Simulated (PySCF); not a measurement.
Ligands exchanged one at a time, Al H-CH3. Isolated molecules, 0 K electronic values unless said otherwise. Strings in code marks are SMILES.

All values below come from M06-2X/def2-TZVP run with PySCF 2.14.0. All candidates: neutral, multiplicity 1. Delta-SCF ions had no search for a lower state. 

```json
{
 "vertical ionisation energy (Delta-SCF)": "11.28 eV",
 "HOMO": "-9.73 eV",
 "LUMO": "-1.19 eV"
}
```

**Question.** Say which member has these values.
A) `[CH3][AlH][CH3]`
B) `[CH3][AlH2]`
C) `[AlH3]`

**Answer.** C, `[AlH3]`. The others give `[CH3][AlH2]`: 10.55 eV, -9.22 eV, -0.76 eV; `[CH3][AlH][CH3]`: 10.05 eV, -8.90 eV, -0.33 eV
